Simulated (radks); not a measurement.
Task: The gold anion Au-, [Hg], held by a Watson sphere: a shell of charge +1 at radius R that stands for the Madelung well of a crystal (potential energy -1/R inside, -1/r outside, in hartree with lengths in bohr). Calculated with a radial shooting solver on a logarithmic mesh with Libxc functionals: scalar-relativistic Kohn-Sham, PBEsol, spin-polarised, spherical densities, finite nucleus; Fermi nuclear charge, rms radius of each element as measured or else 0.836 A^(1/3) + 0.57 fm. Response by self-consistent Sternheimer equations with the Hartree and adiabatic LDA kernel, the relativistic mass of each level held fixed and spin-orbit coupling left out. The sphere does not respond.

| R (bohr) | e(5p) (eV) | e(5d) (eV) | e(6s) (eV) | <r> 6s (bohr) | sum of <r^2> (bohr^2) | X-ray form factor at sin(theta)/lambda = 0.1 1/angstrom | alpha (bohr^3) |
|---|---|---|---|---|---|---|---|
| 3.23 | -59.558 | -6.757 | -6.279 | 2.896 | 71.48 | 75.507 | 47.98 |
| 3.35 | -59.421 | -6.608 | -6.154 | 2.916 | 71.89 | 75.493 | 49.49 |
| 3.55 | -59.200 | -6.368 | -5.947 | 2.947 | 72.53 | 75.472 | 52.05 |
| 4.19 | -58.550 | -5.679 | -5.307 | 3.033 | 74.30 | 75.420 | 60.37 |
| 4.43 | -58.329 | -5.449 | -5.084 | 3.061 | 74.85 | 75.406 | 63.45 |
| 5.14 | -57.741 | -4.846 | -4.486 | 3.126 | 76.18 | 75.377 | 72.17 |
| 6.45 | -56.887 | -3.983 | -3.617 | 3.200 | 77.77 | 75.351 | 85.94 |

Estimate the row for R = 3.82 bohr.

Result: e(5p) (eV) -58.915; e(5d) (eV) -6.063; e(6s) (eV) -5.670; <r> 6s (bohr) 2.986; sum of <r^2> (bohr^2) 73.33; X-ray form factor at sin(theta)/lambda = 0.1 1/angstrom 75.447; alpha (bohr^3) 55.55.
